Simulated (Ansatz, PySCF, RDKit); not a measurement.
Pair of molecules: CH3F (SMILES CF) (first 5 atoms) with H4OSi (SMILES O[SiH3]); geometry from B3LYP-D3(BJ)/def2-TZVP.
(charge 0, multiplicity 1):
```xyz
11

C     -0.5259    -0.4380    -0.3576
F      0.6257     0.2779     0.0052
H     -1.3962     0.1694    -0.1141
H     -0.4757    -0.6335    -1.4274
H     -0.5401    -1.3695     0.2064
O      0.0273     0.8751     2.7125
Si     0.3836    -0.4044     3.6855
H      0.3918     0.8695     1.8184
H     -0.0269    -1.6911     3.0624
H     -0.3738    -0.2035     4.9377
H      1.8336    -0.4951     3.9891
```

Monomers are frozen at their geometry in the pair; levels with a basis set take the counterpoise correction. RDKit's UFF carries no charges.

Codes used: Ansatz (Gaussian basis) for Hartree–Fock, density functionals and correlated methods; PySCF for the dispersion terms; RDKit for the force fields. Values without a source in brackets are computed.

Question: One of these levels gives -4.36 kcal/mol for the interaction energy. Which one is it?
A. UFF
B. BLYP-D4/def2-TZVPPD
C. MMFF94
D. r2SCAN-D3(BJ)/def2-TZVPPD

Answer: B, BLYP-D4/def2-TZVPPD. The others give -3.77 (MMFF94), 13.34 (UFF), -4.77 (r2SCAN-D3(BJ)/def2-TZVPPD)

Ansatz is an electronic-structure program.
